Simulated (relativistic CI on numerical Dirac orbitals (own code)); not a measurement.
## Nb XXIII: sensitivity of the levels to the model

Base calculation: Dirac-Coulomb-Breit CI, separate exchange-only KLI orbitals for each configuration, a model potential for QED, unscaled Slater integrals.

Configurations in the expansion (outside the closed core [Ne]): 3s2 3p6 3d, 3s2 3p5 3d2, 3s 3p6 3d2, 3s2 3p6 4s, 3s2 3p6 4p, 3s2 3p6 4d, 3s2 3p6 4f, 3s2 3p5 3d 4s, 3s2 3p5 3d 4p, 3p6 3d3, 3p5 3d4. Double excitations out of closed p, d and f shells are left out; levels of such configurations are missing from the list, as are those of other unlisted configurations, and high levels can miss mixing partners. These lack a partner that the ground configuration has and come out too high: 3s2 3p5 3d 4s, 3s2 3p5 3d 4p.

The lowest level and the first level of each name with at least 55 % of one term (blank where a level has no safe partner in the second run):

| Level | Base (cm⁻¹) | Shift (cm⁻¹) |
| --- | --- | --- |
| 3s2 3p6 3d 2D_3/2 | 0 | 0 |
| 3s2 3p6 3d 2D_5/2 | 32355 | +20 |
| 3s2 3p5 3d2 4D°_1/2 | 873646 | -828 |
| 3s2 3p5 3d2 4D°_3/2 | 881750 | -820 |
| 3s2 3p5 3d2 4D°_5/2 | 898374 | -831 |
| 3s2 3p5 3d2 4D°_7/2 | 919881 | -836 |
| 3s2 3p5 3d2 4G°_9/2 | 936957 | -864 |
| 3s2 3p5 3d2 4G°_11/2 | 945928 | -861 |
| 3s2 3p5 3d2 4P°_5/2 | 957632 | -809 |
| 3s2 3p5 3d2 4P°_3/2 | 967419 | -755 |
| 3s2 3p5 3d2 4P°_1/2 | 989618 | -798 |
| 3s2 3p5 3d2 2D°_5/2 | 994143 | -719 |
| 3s2 3p5 3d2 4F°_9/2 | 994775 | -861 |
| 3s2 3p5 3d2 2F°_7/2 | 1014564 | -704 |

At this charge energies of transitions that change n are usually good to better than 1 %, and those within a shell (Δn = 0) to a few per cent.

Question: One thing was changed in a second run, which moved the levels as shown. Which?
A. Breit term removed
B. QED terms removed
C. P86 correlation estimate
D. only the first 3 configurations

Answer: D. Only the first 3 configurations. With fewer configurations the levels that remain lose their mixing partners.

LS names give the leading component of a level, which can be under half, so a name can repeat, a term be missing and a line seem to break the LS rules.
